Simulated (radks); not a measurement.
Problem. Pr, 59 electrons, occupied as [Kr] 4d10 4f3.5 5s2 5p5.5 6s2 (fractional occupations, a model configuration). All-electron calculation, Dirac Kohn-Sham, LDA (Slater exchange, VWN5 correlation), spin-unpolarised, spherical densities, point nucleus; open shells are shared between the two j in proportion to 2j + 1. Program: a radial shooting solver on a logarithmic mesh with Libxc functionals. Some entries of the table are withheld. Estimate them.

orbital     occ.  eigenvalue (eV)  r(max) (bohr)  <r^2> (bohr^2)
1s1/2          2        -41736.79            (1)             (2)
2s1/2          2        -6711.635            (3)         0.01249
2p1/2          2        -6345.806        0.06651             (4)
2p3/2          4        -5864.134        0.07187             (5)
3s1/2          2        -1446.165         0.2495         0.08487
3p1/2          2        -1290.278         0.2362         0.07975
3p3/2          4        -1194.885         0.2478         0.08722
3d3/2          4        -921.9334         0.1984         0.07101
3d5/2          6        -901.3474         0.2017         0.07312
4s1/2          2        -285.9510         0.5795          0.4387
4p1/2          2        -227.6573         0.5877          0.4678
4p3/2          4        -207.0311         0.6128          0.5100
4d3/2          4        -111.2168         0.6316          0.6083
4d5/2          6        -107.6089         0.6399          0.6256
5s1/2          2         -38.9257          1.354           2.573
5p1/2    1.83333         -23.4471          1.488           3.337
5p3/2    3.66667         -20.6510          1.562           3.713
6s1/2          2          -3.6435          3.779           22.20
4f5/2        1.5          -0.9282         0.6956           2.429
4f7/2          2          -0.6047         0.7014           2.674

Solution. 
(1) 1s1/2 r(max) (bohr): 0.01542
(2) 1s1/2 <r^2> (bohr^2): 0.0007906
(3) 2s1/2 r(max) (bohr): 0.08748
(4) 2p1/2 <r^2> (bohr^2): 0.009137
(5) 2p3/2 <r^2> (bohr^2): 0.01039
